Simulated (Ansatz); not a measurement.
**C2H5O2Si: which of these isomers lies lowest?**

2 of its isomers, all doublets with charge 0: A = `CC(=O)O[SiH2]`; B = `[H]/[C]=C/[SiH](O)O`.

Shapes, held fixed at every level: PBE0-D4/def2-TZVP. Flexible molecules stand in one conformer, not always the lowest. Programs: Ansatz 0.2.0.

A:

```xyz
10

C    -0.4481   -1.6448    0.3235
C    -0.3124   -0.3124   -0.3374
O    -0.9943    0.0944   -1.2423
O     0.6784    0.4303    0.1817
Si    0.8763    1.9828   -0.4736
H    -0.6509   -1.5065    1.3874
H     0.4945   -2.1899    0.2435
H    -1.2515   -2.2097   -0.1417
H    -0.3445    2.7962   -0.2340
H     2.0358    2.5087    0.2959
```

B:

```xyz
10

C    -1.6516    0.5858   -0.6848
C    -0.7446   -0.3466   -0.7182
Si    0.6103   -0.4488    0.5714
O     0.4512    0.8364    1.5755
O     2.0906   -0.4848   -0.1265
H    -2.5238    0.9254   -1.2273
H    -0.7622   -1.0998   -1.5166
H     0.5386   -1.7212    1.3178
H    -0.3058    1.4017    1.4052
H     2.3803    0.3008   -0.5935
```

Electronic energies in kJ/mol, without zero-point or thermal terms.

```tsv
level	kind	B − A
SPW92/def2-TZVPP	LDA	+5.5
r2SCAN-D4/def2-TZVPP	meta-GGA	-24.5
B3LYP-D4/def2-TZVPP	global hybrid	-24.9
PBE0-D4/def2-TZVPP	global hybrid	-14.1
wB97M-V/def2-TZVPP	range-separated hybrid	-33.0
wB97X-V/def2-TZVPP	range-separated hybrid	-18.0
B2PLYP/def2-TZVPP	double hybrid	-28.8
```

B2PLYP/def2-TZVPP puts B lowest of these. SPW92/def2-TZVPP puts A lowest. The B − A difference spans -33.0 to +5.5 kJ/mol over the levels. Spin contamination: C2H5O2Si (SMILES [H]/[C]=C/[SiH](O)O) (⟨S²⟩ up to 0.92). Open shells run unrestricted.
